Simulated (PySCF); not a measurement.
Finite-field polarisability of B (boron, neutral)

[He] 2s2 2p1, 2P determinant. Computed with PySCF 2.14 in dyall-acv3z (15s9p4d2f, 76 functions), with the non-relativistic Hamiltonian (point nucleus). Frozen: 1s2. Energy changes in a uniform field (μhartree):

| axis | F (au) | HF | MP2 | CCSD | CCSD(T) |
| --- | --- | --- | --- | --- | --- |
| x | 0.0031 | -98.392 | -81.559 | -88.506 | -89.048 |
| x | 0.0062 | -393.615 | -327.230 | -354.252 | -356.396 |
| y | 0.0028 | -100.305 | -97.102 | -96.258 | -96.502 |
| y | 0.0056 | -401.980 | -389.245 | -385.985 | -386.976 |

By symmetry the remaining axis equals x.

Problem. Derive α along x at CCSD(T) from the two fields.

Solution. With ΔE = −αF²/2 − γF⁴/24, α = −(16 ΔE(F) − ΔE(2F))/(6F²) = 18.53 bohr³.

Problem. And the mean polarisability at each level?

Solution. The components xx, yy, zz at CCSD(T) are 18.53, 24.60, 18.53, the third axis being equal by symmetry to one of the two computed. Means: HF 22.17, MP2 19.56, CCSD 20.46, CCSD(T) 20.55 bohr³. Reference: 20.5 ± 0.1 bohr³ (recommended; Schwerdtfeger and Nagle, table of static dipole polarizabilities (2023 update)).
